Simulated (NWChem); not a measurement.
C4H6Si; SMILES C=CC#C[SiH3]

```xyz
11

C      0.5176    -3.0150     0.0000
C     -0.4707    -2.1079    -0.0001
C     -0.2719    -0.7005     0.0002
C     -0.1300     0.5141     0.0001
Si     0.0939     2.3289     0.0000
H      1.5684    -2.7145     0.0002
H      0.2931    -4.0841    -0.0002
H     -1.5146    -2.4451    -0.0002
H      0.8711     2.7437    -1.2054
H      0.8362     2.7484     1.2256
H     -1.2378     3.0029    -0.0204
```
Atoms are numbered in this order, from 1.

Results from NWChem. Geometry: optimised at PBE0/def2-SVP.

Q: Among these, which level gives the highest value of “dipole (D)”?
A. B3LYP/aug-cc-pVDZ
B. B3LYP/cc-pVDZ
C. B3LYP/cc-pVTZ

A: C, B3LYP/cc-pVTZ. Values: B3LYP/aug-cc-pVDZ 1.00; B3LYP/cc-pVDZ 1.00; B3LYP/cc-pVTZ 1.10
